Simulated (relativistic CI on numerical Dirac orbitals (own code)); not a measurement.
Calculated at this level of theory: Dirac-Coulomb-Breit CI, orbitals from a KLI potential per configuration, model QED (radiative potential, 1s self-energy scaled to tabulated hydrogen-like ionisation energies), unscaled Slater integrals (own radial code, finite nucleus).

CI space (outside the closed core [Ne]): 3s²3p⁶3d⁹, 3s²3p⁵3d¹⁰, 3s3p⁶3d¹⁰, 3s²3p⁶3d⁸4s, 3s²3p⁶3d⁸4p, 3s²3p⁶3d⁸4d, 3s²3p⁶3d⁷4s², 3s²3p⁶3d⁷4s4p, 3s²3p⁶3d⁸4f, 3s²3p⁶3d⁸5s, 3s²3p⁶3d⁷4p², 3s²3p⁵3d⁹4s, 3s²3p⁶3d⁸5p, 3s²3p⁶3d⁷4s4d, 3s²3p⁶3d⁸5d, 3s²3p⁴3d¹⁰4s, 3s²3p⁶3d⁷4p4d, 3s²3p⁵3d⁹4p, 3s²3p⁶3d⁸5f, 3s²3p⁶3d⁸5g, 3s²3p⁴3d¹⁰4p, 3s²3p⁶3d⁸6s, 3s²3p⁶3d⁸6p, 3s²3p⁵3d⁸4s², 3s²3p⁶3d⁷4d², 3s²3p⁶3d⁸6d, 3s²3p⁵3d⁹4d, 3s²3p⁵3d⁸4s4p, 3s²3p⁴3d¹⁰4d, 3s3p⁶3d⁹4s, 3s3p⁵3d¹⁰4s, 3s²3p⁵3d⁸4p², 3s²3p⁵3d⁸4s4d, 3s3p⁵3d¹⁰4p, 3s3p⁶3d⁹4p, 3s²3p⁵3d⁹4f. Levels of other configurations are missing.

At this charge energies of transitions that change n are usually good to better than 1 %, and those within a shell (Δn = 0) to a few per cent.

Outline of the computed level scheme of Zr XIV. Lowest level of each configuration: 3s²3p⁶3d⁹ ²D5/2 at 0.000 eV; 3s²3p⁵3d¹⁰ ²P°3/2 at 151.962 eV; 3s²3p⁶3d⁸4s ⁴F9/2 at 179.301 eV; 3s²3p⁶3d⁸4p ⁴D°7/2 at 205.899 eV.

Some strong electric-dipole decays among the lowest 45 levels: 3s²3p⁵3d¹⁰ ²P°1/2 → 3s²3p⁶3d⁹ ²D3/2 (4.5e+11 s⁻¹); 3s²3p⁵3d¹⁰ ²P°3/2 → 3s²3p⁶3d⁹ ²D5/2 (3.4e+11 s⁻¹); 3s²3p⁶3d⁸4p ²D°3/2 → 3s²3p⁶3d⁹ ²D3/2 (1.7e+11 s⁻¹); 3s²3p⁶3d⁸4p ²F°5/2 → 3s²3p⁶3d⁹ ²D5/2 (1.1e+11 s⁻¹); 3s²3p⁶3d⁸4p ²D°3/2 → 3s²3p⁶3d⁹ ²D5/2 (1.1e+11 s⁻¹); 3s²3p⁶3d⁸4p ²D°5/2 → 3s²3p⁶3d⁹ ²D5/2 (1.0e+11 s⁻¹); 3s²3p⁶3d⁸4p ²F°7/2 → 3s²3p⁶3d⁹ ²D5/2 (9.4e+10 s⁻¹); 3s²3p⁶3d⁸4p ²D°5/2 → 3s²3p⁶3d⁹ ²D5/2 (9.3e+10 s⁻¹).

LS names give the leading component of a level, which can be under half, so a name can repeat, a term be missing and a line seem to break the LS rules.
